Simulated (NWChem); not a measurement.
System: CH4AlIO2; SMILES C[O][Al]([OH])[I]

Here is an NWChem input.

```
start job
memory heap 200 mb stack 900 mb global 1100 mb
geometry units angstroms noautoz
  Al     0.456205    -0.957880    -0.001143
  I      0.305111     1.496869    -0.003946
  O      1.947169    -1.761271    -0.000848
  H      2.809717    -1.343514     0.005921
  O     -0.977981    -1.827316     0.001142
  C     -1.466459    -3.128263     0.002713
  H     -2.095298    -3.302471     0.893220
  H     -2.097322    -3.303902    -0.886178
  H     -0.663870    -3.887651     0.002687
end
basis spherical
  * library def2-svp
end
ecp
  I library def2-ecp
end
dft
  xc pbe0
  iterations 150
  mulliken
end
task dft energy
```

Excerpt of the output:

```
             Northwest Computational Chemistry Package (NWChem) 7.3.0
             --------------------------------------------------------

 C1  symmetry detected

                             Geometry "geometry" -> ""
                             -------------------------

 Output coordinates in angstroms (scale by  1.889725989 to convert to a.u.)

  No.       Tag          Charge          X              Y              Z
 ---- ---------------- ---------- -------------- -------------- --------------
    1 Al                  13.0000     0.41974191    -0.98384496    -0.00031264
    2 I                   53.0000    -0.13909417     1.41121914    -0.00003022
    3 O                    8.0000     2.02391653    -1.52701586    -0.00044045
    4 H                    1.0000     2.80460323    -0.97111528     0.00721534
    5 O                    8.0000    -0.84914427    -2.08054054     0.00027375
    6 C                    6.0000    -1.11354946    -3.44478616    -0.00002196
    7 H                    1.0000    -1.70464086    -3.72273019     0.89000484
    8 H                    1.0000    -1.70606399    -3.72210893    -0.88939421
    9 H                    1.0000    -0.19543370    -4.05950743    -0.00069466

 Effective nuclear repulsion energy (a.u.)     480.1344427301

                                 NWChem DFT Module
                                 -----------------

 Summary of "ao basis" -> "ao basis" (spherical)
 ------------------------------------------------------------------------------
       Tag                 Description            Shells   Functions and Types
 ---------------- ------------------------------  ------  ---------------------
 Al                         def2-svp                 8       18   4s3p1d
 I                          def2-svp                10       26   4s4p2d
 O                          def2-svp                 6       14   3s2p1d
 H                          def2-svp                 3        5   2s1p
 C                          def2-svp                 6       14   3s2p1d

            General Information
            -------------------
          SCF calculation type: DFT
          Wavefunction type:  closed shell.
          No. of atoms     :     9
          No. of electrons :    64
           Alpha electrons :    32
            Beta electrons :    32
          Charge           :     0
          Spin multiplicity:     1
          Use of symmetry is: off; symmetry adaption is: off
          Maximum number of iterations: 150
          AO basis - number of functions:   106
                     number of shells:    48
          Convergence on energy requested:  1.00D-06
          Convergence on density requested:  1.00D-05
          Convergence on gradient requested:  5.00D-04

              XC Information
              --------------
                         PBE0 Method XC Functional
                     Hartree-Fock (Exact) Exchange  0.250
          PerdewBurkeErnzerhof Exchange Functional  0.750
            Perdew 1991 LDA Correlation Functional  1.000 local
           PerdewBurkeErnz. Correlation Functional  1.000 non-local

             Grid Information
             ----------------
          Grid used for XC integration:  medium
          Radial quadrature: Mura-Knowles
          Angular quadrature: Lebedev.
          Tag              B.-S. Rad. Rad. Pts. Rad. Cut. Ang. Pts.
          ---              ---------- --------- --------- ---------
          Al                  1.25       88          10.0       590
          I                   1.40      123          13.0       590
          O                   0.60       49          11.0       434
          H                   0.35       45          13.0       434
          C                   0.70       49          12.0       434
          Grid pruning is: on
          Number of quadrature shells:   538
          Spatial weights used:  Erf1

      Superposition of Atomic Density Guess
      -------------------------------------

 Sum of atomic energies:        -777.92277139

      Non-variational initial energy
      ------------------------------

 Total energy =    -728.969633
 1-e energy   =   -1721.823020
 2-e energy   =     686.811742
 HOMO         =      -0.364316
 LUMO         =      -0.037353

     ---------------------------------------------
      Total Density - Mulliken Population Analysis
     ---------------------------------------------

    Atom       Charge   Shell Charges
 -----------   ------   -------------------------------------------------------
    1 Al  13    11.57   2.00  1.99  0.62  0.06  5.93  0.51  0.24  0.23
    2 I   25    25.36   1.83  0.22  1.22  0.68  2.93  3.13  2.63  2.72  9.82  0.19
    3 O    8     8.88   1.99  1.10  0.64  3.15  1.99  0.00
    4 H    1     0.65   0.52  0.07  0.06
    5 O    8     8.90   1.99  1.10  0.67  3.12  2.02  0.01
    6 C    6     5.85   1.99  0.91  0.21  1.84  0.84  0.05
    7 H    1     0.93   0.69  0.22  0.02
    8 H    1     0.93   0.69  0.22  0.02
    9 H    1     0.93   0.69  0.22  0.02

   convergence    iter        energy       DeltaE   RMS-Dens  Diis-err
 ---------------- ----- ----------------- --------- --------- ---------
 d= 0,ls=0.0,diis     1   -730.6033011174 -1.04D+03  1.38D-02  9.71D-01
 d= 0,ls=0.0,diis     2   -730.5096242777  9.37D-02  7.91D-03  2.09D+00
 d= 0,ls=0.0,diis     3   -730.7132958777 -2.04D-01  1.17D-03  1.88D-02
 d= 0,ls=0.0,diis     4   -730.7148199076 -1.52D-03  4.92D-04  3.45D-03
 d= 0,ls=0.0,diis     5   -730.7153079653 -4.88D-04  8.66D-05  1.52D-04
  Resetting Diis
 d= 0,ls=0.0,diis     6   -730.7153214830 -1.35D-05  3.48D-05  3.00D-05
 d= 0,ls=0.0,diis     7   -730.7153245643 -3.08D-06  1.42D-05  9.07D-07
 d= 0,ls=0.0,diis     8   -730.7153244722  9.21D-08  8.04D-06  1.86D-06

         Total DFT energy =     -730.715324472216
      One electron energy =    -1726.440817924409
           Coulomb energy =      754.496267942284
    Exchange-Corr. energy =      -64.812419376118
 Nuclear repulsion energy =      306.041644886027

 Numeric. integr. density =       63.999996666968

                       DFT Final Molecular Orbital Analysis
                       ------------------------------------

 Vector   30  Occ=2.000000D+00  E=-3.039397D-01
              MO Center= -6.4D-01, -2.0D+00, -9.4D-04, r^2= 3.8D+00
   Bfn.  Coefficient  Atom+Function         Bfn.  Coefficient  Atom+Function
  ----- ------------  ---------------      ----- ------------  ---------------
    69      0.465272  5 O  pz                72      0.368978  5 O  pz
    83     -0.203805  6 C  pz                97      0.199987  8 H  s
    92     -0.198835  7 H  s                 31      0.191390  2 I  pz
    50     -0.191097  3 O  pz                34      0.161753  2 I  pz
    53     -0.157468  3 O  pz                98      0.119021  8 H  s

 Vector   31  Occ=2.000000D+00  E=-2.859792D-01
              MO Center= -2.3D-01,  7.8D-01,  2.1D-05, r^2= 3.9D+00
   Bfn.  Coefficient  Atom+Function         Bfn.  Coefficient  Atom+Function
  ----- ------------  ---------------      ----- ------------  ---------------
    31      0.552605  2 I  pz                34      0.510136  2 I  pz
    28     -0.225987  2 I  pz                69     -0.212097  5 O  pz
    25     -0.183399  2 I  pz                72     -0.168781  5 O  pz
    92      0.083233  7 H  s                 97     -0.083227  8 H  s
    83      0.078533  6 C  pz                15      0.059487  1 Al d -1

 Vector   32  Occ=2.000000D+00  E=-2.825261D-01
              MO Center= -1.0D-01,  1.1D+00,  4.2D-06, r^2= 2.9D+00
   Bfn.  Coefficient  Atom+Function         Bfn.  Coefficient  Atom+Function
  ----- ------------  ---------------      ----- ------------  ---------------
    29      0.573979  2 I  px                32      0.513592  2 I  px
    26     -0.233201  2 I  px                23     -0.189298  2 I  px
    30      0.120257  2 I  py                33      0.107155  2 I  py
    49     -0.097497  3 O  py                67     -0.097479  5 O  px
    70     -0.083293  5 O  px                52     -0.078113  3 O  py

 Vector   33  Occ=0.000000D+00  E=-2.448283D-02
              MO Center=  4.6D-01, -5.2D-01, -1.0D-03, r^2= 5.3D+00
   Bfn.  Coefficient  Atom+Function         Bfn.  Coefficient  Atom+Function
  ----- ------------  ---------------      ----- ------------  ---------------
     4      1.154258  1 Al s                 33      0.525103  2 I  py
    22     -0.381240  2 I  s                 47     -0.346768  3 O  s
    66     -0.301728  5 O  s                  3      0.289148  1 Al s
    21     -0.258759  2 I  s                  2      0.243887  1 Al s
    30      0.237090  2 I  py                12      0.220775  1 Al py

 Vector   34  Occ=0.000000D+00  E= 2.760554D-03
              MO Center=  3.5D-01, -8.0D-01,  1.2D-03, r^2= 4.5D+00
   Bfn.  Coefficient  Atom+Function         Bfn.  Coefficient  Atom+Function
  ----- ------------  ---------------      ----- ------------  ---------------
    13      0.819822  1 Al pz                10      0.339445  1 Al pz
    34     -0.262125  2 I  pz                53     -0.219441  3 O  pz
    50     -0.200468  3 O  pz                72     -0.199957  5 O  pz
    69     -0.193382  5 O  pz                31     -0.181442  2 I  pz
     7     -0.174320  1 Al pz                93      0.130026  7 H  s

 Vector   35  Occ=0.000000D+00  E= 6.523890D-02
              MO Center=  1.1D+00, -1.1D+00,  2.7D-03, r^2= 7.4D+00
   Bfn.  Coefficient  Atom+Function         Bfn.  Coefficient  Atom+Function
  ----- ------------  ---------------      ----- ------------  ---------------
    80      0.772620  6 C  s                  3      0.637252  1 Al s
    11     -0.635967  1 Al px                47      0.618325  3 O  s
    60     -0.576193  4 H  s                103     -0.541289  9 H  s
    33      0.367459  2 I  py                66     -0.322943  5 O  s
    93     -0.273708  7 H  s                 98     -0.273649  8 H  s

     ---------------------------------------------
      Total Density - Mulliken Population Analysis
     ---------------------------------------------

    Atom       Charge   Shell Charges
 -----------   ------   -------------------------------------------------------
    1 Al  13    12.14   2.00  1.98  0.69 -0.03  5.93  0.81  0.39  0.37
    2 I   25    25.30   1.83  0.22  1.32  0.59  2.93  3.12  2.65  2.63  9.80  0.23
    3 O    8     8.46   1.99  1.06  0.66  2.88  1.88  0.01
    4 H    1     0.80   0.67  0.05  0.07
    5 O    8     8.55   1.99  1.05  0.69  2.90  1.91  0.01
    6 C    6     5.85   1.99  0.89  0.15  2.05  0.72  0.06
    7 H    1     0.96   0.75  0.19  0.02
    8 H    1     0.96   0.75  0.19  0.02
    9 H    1     0.97   0.75  0.19  0.02

     -------------------------------------------
      Total Density - Lowdin Population Analysis
     -------------------------------------------

    Atom       Charge   Shell Charges
 -----------   ------   -------------------------------------------------------
    1 Al  13    12.67   2.00  1.93  0.49  0.20  5.81  0.94  0.68  0.62
    2 I   25    25.06   1.25  0.73  1.04  0.78  2.77  3.19  2.54  2.74  9.48  0.54
    3 O    8     8.23   1.97  0.86  0.60  2.71  2.08  0.01
    4 H    1     0.91   0.55  0.17  0.19
    5 O    8     8.25   1.97  0.88  0.58  2.76  2.05  0.01
    6 C    6     5.93   1.96  0.57  0.31  1.82  1.14  0.13
    7 H    1     0.98   0.65  0.27  0.06
    8 H    1     0.98   0.65  0.27  0.06
    9 H    1     0.98   0.65  0.27  0.06

     Multipole analysis of the density
     ---------------------------------

     L   x y z        total         alpha         beta         nuclear
     -   - - -        -----         -----         ----         -------
     0   0 0 0     -0.000000    -32.000000    -32.000000     64.000000

     1   1 0 0      0.440239     -3.459779     -3.459779      7.359796
     1   0 1 0     -0.380818     37.145036     37.145036    -74.670890
     1   0 0 1      0.004068      0.001234      0.001234      0.001599

     2   2 0 0    -40.487747   -131.790956   -131.790956    223.094164
     2   1 1 0      2.038358    -22.040423    -22.040423     46.119204
     2   1 0 1      0.032057     -0.002097     -0.002097      0.036252
     2   0 2 0    -40.698163   -434.574776   -434.574776    828.451388
     2   0 1 1     -0.005696      0.002155      0.002155     -0.010006
     2   0 0 2    -40.651663    -23.152662    -23.152662      5.653661
```

Level: PBE0/def2-SVP with def2 effective core potentials on I. The geometry was optimised at PBE0/def2-SVP. No frequency run checked for a minimum. def2 effective core potentials on I; no spin-orbit coupling.
